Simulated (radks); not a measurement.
Hg V, configuration [Xe] 4f14 5d8.

Method: Dirac Kohn-Sham, BLYP, spin-unpolarised, spherical densities, finite nucleus; open shells are shared between the two j in proportion to 2j + 1; Fermi nuclear charge, rms radius 5.4648 fm; computed with a radial shooting solver on a logarithmic mesh with Libxc functionals.

Energy parts (eV):
part                       energy
total                  -534817.68
kinetic                 616580.78
electron-nucleus      -1345032.74
Hartree                 203784.91
exchange-correlation    -10150.63

Orbitals (lengths in bohr, moments of r in powers of bohr):
| orbital | occ. | eigenvalue (eV) | <r^4> | <r^2> | <1/r> | <r> |
|---|---|---|---|---|---|---|
| 1s1/2 | 2 | -83055.25 | 3.998e-07 | 0.0003810 | 97.50 | 0.01659 |
| 2s1/2 | 2 | -14751.40 | 0.00005790 | 0.005741 | 24.02 | 0.06926 |
| 2p1/2 | 2 | -14160.57 | 0.00003429 | 0.004053 | 23.99 | 0.05692 |
| 2p3/2 | 4 | -12212.44 | 0.00005384 | 0.005239 | 19.41 | 0.06559 |
| 3s1/2 | 2 | -3538.941 | 0.002101 | 0.03725 | 8.814 | 0.1801 |
| 3p1/2 | 2 | -3271.650 | 0.001826 | 0.03392 | 8.730 | 0.1704 |
| 3p3/2 | 4 | -2840.154 | 0.002546 | 0.04031 | 7.537 | 0.1863 |
| 3d3/2 | 4 | -2395.662 | 0.001682 | 0.03085 | 7.436 | 0.1621 |
| 3d5/2 | 6 | -2303.187 | 0.001858 | 0.03259 | 7.166 | 0.1669 |
| 4s1/2 | 2 | -817.5165 | 0.04683 | 0.1800 | 3.735 | 0.3991 |
| 4p1/2 | 2 | -702.7191 | 0.04977 | 0.1832 | 3.626 | 0.4011 |
| 4p3/2 | 4 | -598.4764 | 0.06865 | 0.2155 | 3.212 | 0.4353 |
| 4d3/2 | 4 | -410.3856 | 0.08114 | 0.2263 | 3.011 | 0.4424 |
| 4d5/2 | 6 | -390.9486 | 0.08940 | 0.2377 | 2.917 | 0.4536 |
| 5s1/2 | 2 | -168.1154 | 1.175 | 0.9033 | 1.532 | 0.8978 |
| 4f5/2 | 6 | -148.8444 | 0.1533 | 0.2763 | 2.555 | 0.4787 |
| 4f7/2 | 8 | -144.6445 | 0.1623 | 0.2841 | 2.518 | 0.4854 |
| 5p1/2 | 2 | -129.9041 | 1.617 | 1.045 | 1.410 | 0.9628 |
| 5p3/2 | 4 | -111.1489 | 2.320 | 1.250 | 1.262 | 1.053 |
| 5d3/2 | 3.2 | -58.3538 | 6.517 | 2.004 | 0.9879 | 1.320 |
| 5d5/2 | 4.8 | -56.1332 | 7.327 | 2.124 | 0.9557 | 1.360 |

The highest occupied level is 5d5/2 at -56.133 eV. Summed over all electrons, <r^2> = 34.02 bohr^2, which gives a Langevin (diamagnetic) susceptibility term of -26.9 x 10^-6 cm^3/mol. The density falls to 0.001 e/bohr^3 at r = 3.09 bohr. The electron density at the nucleus is 2.325e+06 e/bohr^3. For comparison, the ionisation energy in NIST's Atomic Spectra Database is 61.2 eV (measured). In exact Kohn-Sham theory the highest level is minus the ionisation energy, but local and semilocal functionals leave it too shallow, through self-interaction and a potential that decays too fast; potentials with the right tail come closer.

Beside tabulated values, note that spin-unpolarised runs miss the spin-polarisation part of the exchange energy of open shells.
